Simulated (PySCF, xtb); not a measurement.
MoOCl4, SMILES [O]=[Mo]([Cl])([Cl])([Cl])[Cl], multiplicity 1.

Harmonic wavenumbers (cm⁻¹) from GFN2-xTB (xtb 6.7.1) at its own minimum, in rising order: 66, 66, 175, 175, 178, 235, 240, 240, 302, 302, 316, 960.

Task: What does PBE0-D3(BJ)/def2-SVP run with PySCF give at its own minimum? (Estimate from the structure and the level; the computed values follow.)

Result: 35, 35, 148, 148, 198, 254, 254, 328, 394, 431, 431, 1043. Paired by order, the mean absolute difference is 56 cm⁻¹ and the zero-point energies are 4.7 and 5.3 kcal/mol.
